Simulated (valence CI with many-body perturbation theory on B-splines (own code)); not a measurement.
**Tc XXXVII: E2, M1, M2 decay**

Level of theory: relativistic CI+MBPT: five valence electrons over a frozen Dirac-Fock core [He], a basis of 9 s, 9 p, 8 d, 6 f, 3 g, 1 h functions for each j, with the one-electron correlation potential Σ1, the two-electron term Σ2, the three-electron term Σ3, Breit, model QED; selected CI, second order for the rest (own B-spline code, finite nucleus).

The last digits are not significant, and no measured levels were compared; by estimate large intervals hold to a few tenths of a per cent, small ones and those within an open d or f shell to about a per cent. Among the levels kept, up to 1900 cm⁻¹ of a level comes from second order outside the variational space, and about a tenth of that is noise between levels of different J, which matters for small intervals.

Lines 1 to 50 of 56 in falling wavelength, among levels below 234.36 Ry, chosen from the decays that carry over 1 % of a level's rate. Wavelengths and rates use the calculated energies. Electric multipoles are in the length gauge, E1 and E2 with the static RPA response of the core. S is in atomic units (e²a₀⁴ for E2 and M2, e²a₀⁶ for E3), for M1 in squared Bohr magnetons. Weak lines are less certain than strong ones. Lines between different terms over intervals too small for the method are left out, as are lines whose strength nearly cancels. The highest levels of a list are the least certain.

Levels are named by their leading jj configuration (3d3/2^4 stands for four electrons in 3d with j = 3/2), which in mixed levels can hold well under half, so a name can repeat and another be missing. Letters in brackets count levels of one name in rising energy.

```tsv
λ vac (nm)	Upper	Lower	Type	A (s⁻¹)	S (a.u.)
11.23	(2s^2 2p1/2 2p3/2^2) J=3/2	(2s^2 2p1/2^2 2p3/2) J=3/2	M1	1.48e+07	3.10e+00
11.18	(2s^2 2p3/2^3) J=3/2	(2s^2 2p1/2 2p3/2^2) J=1/2	M1	3.57e+06	7.40e-01
9.788	(2s^2 2p1/2 2p3/2^2) J=5/2	(2s^2 2p1/2^2 2p3/2) J=3/2	M1	2.64e+06	5.51e-01
9.340	(2s^2 2p3/2^3) J=3/2	(2s^2 2p1/2 2p3/2^2) J=5/2	M1	5.79e+06	6.99e-01
8.350	(2s^2 2p1/2 2p3/2^2) J=1/2	(2s^2 2p1/2^2 2p3/2) J=3/2	M1	1.29e+07	5.59e-01
8.321	(2s^2 2p3/2^3) J=3/2	(2s^2 2p1/2 2p3/2^2) J=3/2	M1	2.52e+07	2.16e+00
0.4685	(2s^2 2p1/2 2p3/2 3d5/2) J=9/2	(2s 2p1/2 2p3/2^3) J=5/2	E2	2.71e+08	5.46e-06
0.4442	(2s^2 2p1/2 2p3/2 3d3/2) J=7/2	(2s 2p1/2^2 2p3/2^2) J=5/2	E2	1.96e+08	2.42e-06
0.4410	(2s^2 2p1/2 2p3/2 3p1/2) J=3/2 [a]	(2s^2 2p1/2 2p3/2^2) J=1/2	E2	8.23e+09	4.90e-05
0.4395	(2s^2 2p1/2 2p3/2 3p1/2) J=5/2	(2s^2 2p1/2 2p3/2^2) J=1/2	E2	1.38e+10	1.21e-04
0.4383	(2s^2 2p1/2 2p3/2 3p1/2) J=1/2	(2s^2 2p1/2 2p3/2^2) J=5/2	E2	2.04e+10	5.89e-05
0.4362	(2s^2 2p3/2^2 3p1/2) J=3/2	(2s^2 2p3/2^3) J=3/2	E2	1.74e+10	9.83e-05
0.4362	(2s^2 2p1/2^2 3p1/2) J=1/2	(2s^2 2p1/2^2 2p3/2) J=3/2	E2	8.20e+10	2.31e-04
0.4361	(2s^2 2p1/2 2p3/2 3p1/2) J=5/2	(2s^2 2p1/2 2p3/2^2) J=5/2	E2	4.77e+10	4.03e-04
0.4358	(2s^2 2p1/2 2p3/2 3p1/2) J=1/2	(2s^2 2p1/2 2p3/2^2) J=3/2	E2	2.96e+10	8.31e-05
0.4357	(2s^2 2p3/2^2 3p1/2) J=5/2	(2s^2 2p3/2^3) J=3/2	E2	5.51e+10	4.64e-04
0.4351	(2s^2 2p1/2 2p3/2 3p1/2) J=3/2 [a]	(2s^2 2p1/2 2p3/2^2) J=3/2	E2	5.36e+10	2.98e-04
0.4347	(2s^2 2p1/2 2p3/2 3p3/2) J=3/2 [a]	(2s^2 2p1/2 2p3/2^2) J=1/2	E2	4.55e+09	2.52e-05
0.4339	(2s 2p1/2^2 2p3/2 3p3/2) J=7/2	(2s 2p1/2^2 2p3/2^2) J=5/2	E2	1.81e+10	1.99e-04
0.4336	(2s^2 2p1/2 2p3/2 3p1/2) J=5/2	(2s^2 2p1/2 2p3/2^2) J=3/2	E2	1.18e+10	9.70e-05
0.4335	(2s^2 2p1/2 2p3/2 3p1/2) J=3/2 [b]	(2s^2 2p1/2 2p3/2^2) J=5/2	E2	4.86e+10	2.66e-04
0.4331	(2s^2 2p1/2 2p3/2 3p3/2) J=3/2 [b]	(2s^2 2p1/2 2p3/2^2) J=1/2	E2	1.66e+10	9.01e-05
0.4327	(2s^2 2p1/2 2p3/2 3p3/2) J=5/2 [a]	(2s^2 2p1/2 2p3/2^2) J=5/2	E2	6.68e+09	5.43e-05
0.4325	(2s^2 2p3/2^2 3p3/2) J=1/2	(2s^2 2p3/2^3) J=3/2	E2	4.96e+10	1.34e-04
0.4322	(2s^2 2p3/2^2 3p3/2) J=5/2	(2s^2 2p3/2^3) J=3/2	E2	2.39e+10	1.93e-04
0.4321	(2s^2 2p3/2^2 3p3/2) J=7/2	(2s^2 2p3/2^3) J=3/2	E2	1.37e+10	1.48e-04
0.4321	(2s^2 2p1/2 2p3/2 3p3/2) J=1/2 [a]	(2s^2 2p1/2 2p3/2^2) J=5/2	E2	6.89e+09	1.85e-05
0.4319	(2s^2 2p1/2 2p3/2 3p3/2) J=5/2 [b]	(2s^2 2p1/2 2p3/2^2) J=1/2	E2	1.95e+10	1.57e-04
0.4314	(2s^2 2p1/2 2p3/2 3p3/2) J=3/2 [a]	(2s^2 2p1/2 2p3/2^2) J=5/2	E2	1.05e+10	5.58e-05
0.4308	(2s^2 2p3/2^2 3p1/2) J=1/2	(2s^2 2p3/2^3) J=3/2	E2	1.00e+10	2.66e-05
0.4306	(2s^2 2p1/2 2p3/2 3p3/2) J=7/2	(2s^2 2p1/2 2p3/2^2) J=5/2	E2	2.60e+10	2.75e-04
0.4302	(2s^2 2p1/2 2p3/2 3p3/2) J=5/2 [a]	(2s^2 2p1/2 2p3/2^2) J=3/2	E2	2.18e+10	1.72e-04
0.4298	(2s^2 2p1/2^2 3p3/2) J=3/2	(2s^2 2p1/2^2 2p3/2) J=3/2	E2	4.26e+10	2.23e-04
0.4297	(2s^2 2p1/2 2p3/2 3p3/2) J=1/2 [a]	(2s^2 2p1/2 2p3/2^2) J=3/2	E2	2.95e+10	7.72e-05
0.4290	(2s^2 2p1/2 2p3/2 3p3/2) J=3/2 [a]	(2s^2 2p1/2 2p3/2^2) J=3/2	E2	1.32e+10	6.87e-05
0.4283	(2s^2 2p3/2^2 3p3/2) J=3/2 [a]	(2s^2 2p3/2^3) J=3/2	E2	5.57e+10	2.87e-04
0.4282	(2s^2 2p1/2 2p3/2 3p3/2) J=7/2	(2s^2 2p1/2 2p3/2^2) J=3/2	E2	2.94e+09	3.02e-05
0.4272	(2s^2 2p1/2 2p3/2 3p3/2) J=1/2 [b]	(2s^2 2p1/2 2p3/2^2) J=5/2	E2	6.60e+10	1.68e-04
0.4249	(2s 2p1/2^2 2p3/2 3d5/2) J=9/2	(2s 2p1/2^2 2p3/2^2) J=5/2	M2	8.05e+08	9.95e-06
0.4248	(2s^2 2p1/2 2p3/2 3p3/2) J=1/2 [b]	(2s^2 2p1/2 2p3/2^2) J=3/2	E2	3.16e+10	7.80e-05
0.4211	(2s^2 2p1/2 2p3/2 3d5/2) J=9/2	(2s^2 2p1/2 2p3/2^2) J=5/2	M2	7.66e+08	9.06e-06
0.4144	(2s^2 2p1/2 2p3/2 3p3/2) J=5/2 [a]	(2s^2 2p1/2^2 2p3/2) J=3/2	E2	1.18e+10	7.71e-05
0.4139	(2s^2 2p1/2 2p3/2 3p3/2) J=1/2 [a]	(2s^2 2p1/2^2 2p3/2) J=3/2	E2	1.34e+10	2.90e-05
0.4134	(2s^2 2p3/2^2 3p3/2) J=1/2	(2s^2 2p1/2 2p3/2^2) J=5/2	E2	1.59e+10	3.43e-05
0.4132	(2s^2 2p1/2 2p3/2 3p3/2) J=3/2 [a]	(2s^2 2p1/2^2 2p3/2) J=3/2	E2	3.22e+10	1.39e-04
0.4131	(2s^2 2p3/2^2 3p3/2) J=5/2	(2s^2 2p1/2 2p3/2^2) J=5/2	E2	2.72e+10	1.75e-04
0.4130	(2s^2 2p3/2^2 3p3/2) J=7/2	(2s^2 2p1/2 2p3/2^2) J=5/2	E2	2.18e+10	1.87e-04
0.4124	(2s^2 2p1/2 2p3/2 3p3/2) J=7/2	(2s^2 2p1/2^2 2p3/2) J=3/2	E2	4.05e+10	3.45e-04
0.4118	(2s^2 2p3/2^2 3p1/2) J=1/2	(2s^2 2p1/2 2p3/2^2) J=5/2	E2	1.29e+10	2.72e-05
0.4109	(2s^2 2p3/2^2 3p3/2) J=5/2	(2s^2 2p1/2 2p3/2^2) J=3/2	E2	1.50e+10	9.41e-05
```
